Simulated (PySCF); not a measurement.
These 2 structures share the formula C7H6N2S. Theory: PySCF, PBE0-D3(BJ)/def2-SVP geometry optimisation, gas phase. Energies are electronic, without zero-point or thermal terms, for one conformer each. No frequencies were run at this level. Point groups hold within 0.08 Å.

Problem. Order them by energy at this level, lowest first, and give relative energies in kcal/mol.
A. `[H]/[N:1]=[CH:2]\[c:3]1[cH:4][s:5][c:6]2[cH:7][cH:8][nH:9][c:10]12` with N1–C2–C3–C4 0°
B. `[CH2:1]=[CH:2][C@H:3]([C:4]#[N:5])[c:6]1[cH:7][n:8][s:9][cH:10]1` with C1–C2–C3–C4 -119°, C2–C3–C6–C7 -58°

Solution. A (0.0), B (29.5).

As drawn, the lower has a C=N bond and an N–H bond, which the higher lacks; the higher has a C≡N group and a C=C bond outside aromatic rings, which the lower lacks.

| SMILES | E (Eh) | E rel (kcal/mol) | dipole (D) | point group | A, B, C (MHz) |
| --- | --- | --- | --- | --- | --- |
| [H]/N=C\c1csc2cc[nH]c12 | -777.06188 | 0.0 | 2.41 | Cs | 1921, 1051, 679.2 |
| C=C[C@H](C#N)c1cnsc1 | -777.01487 | 29.5 | 2.17 | C1 | 1965, 808.2, 595.5 |
